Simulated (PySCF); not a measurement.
Two-component Hartree-Fock for Tl⁴²⁺ (thallium, charge +42)

Start: [Kr] 4d3; 4d3/2 filled at m_j = -1/2, +1/2, +3/2. Calculated with PySCF 2.14 in an uncontracted even-tempered set (16 s from 5.3 bohr⁻², ratio 2.8; 14 p from 6.9 bohr⁻², ratio 2.8; 9 d from 6.9 bohr⁻², ratio 2.8; 3 f from 26 bohr⁻², ratio 3): generalised Hartree-Fock with the X2C-1e Hamiltonian and a Gaussian nucleus; one run each with spin-orbit coupling (SO) switched off, then screened by Boettger's factors.

```
spinor shell  electrons  ε, spin-free (eV)  ε, screened SO (eV)  weight of nominal j (screened SO)  rms radius, screened SO (bohr)
       1s1/2          2           -87984.2             -87945.6                              1.000                          0.0184
       2s1/2          2           -17441.8             -17428.1                              1.000                          0.0743
       2p1/2          2           -15294.9             -16789.0                              1.000                          0.0628
       2p3/2          4           -15294.9             -14712.5                              1.000                          0.0710
       3s1/2          2            -5678.5              -5673.0                              1.000                           0.188
       3p1/2          2            -5045.8              -5389.0                              1.000                           0.179
       3p3/2          4            -5045.8              -4907.0                              1.000                           0.195
       3d3/2          4            -4393.0              -4454.6                              1.000                           0.170
       3d5/2          6            -4393.0              -4346.2                              1.000                           0.174
       4s1/2          2            -2539.5              -2537.3                              1.000                           0.393
       4p1/2          2            -2302.8              -2419.5                              1.000                           0.390
       4p3/2          4            -2302.8              -2254.2                              1.000                           0.418
       4d3/2          3            -2065.8              -2079.0                              0.998                           0.399
```

```tsv
quantity	spin-free	screened SO
E (hartree)	-19089.68118	-19126.64543
M_J	3/2	3/2
⟨J²⟩	6.751	3.766
⟨L²⟩	12.001	7.730
⟨S²⟩	3.750	2.152
```

Each row is a mean over spinors that exchange with the open shell spreads, by up to 14.109 eV (4p1/2).

Breit and QED terms are absent; they matter most for the inner s and p1/2 levels.

Densities and radii are taken from the X2C orbitals without a picture-change correction, which distorts them close to the nucleus.

Without spin-orbit coupling the j labels of p, d and f shells carry no meaning; the spin-free column gives the mean over the occupied spinors of each nl shell, and its ⟨J²⟩ belongs to a mixture of degenerate components.
